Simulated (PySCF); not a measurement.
Interval between two levels of Eu⁺ by level of theory

Eu⁺ [Xe] 4f7 6s1 [9S4, M_J = 4] → Eu⁺ [Xe] 4f6 6s2 [7F6, M_J = 6], as a difference of total energies. Computed with PySCF 2.14 in x2c-TZVPall-2c (11s11p10d4f1g, 131 functions), with the two-component X2C-1e Hamiltonian. Correlated levels: [Ar] 3d10 frozen; the 18 highest virtual spinors dropped. "Screened" scales the spin-orbit matrix elements by Boettger's factors to mimic the two-electron term; Breit and QED terms are absent.

```csv
method,interval between two levels (cm⁻¹)
GHF (screened spin-orbit),30330
GMP2 (screened spin-orbit),36941
```

The labels give the starting determinants; with spin-orbit coupling the two ends relaxed to ⟨J²⟩ = 20.01, ⟨L²⟩ = 0.10, ⟨S²⟩ = 19.94 and ⟨J²⟩ = 42.02, ⟨L²⟩ = 12.29, ⟨S²⟩ = 11.91.
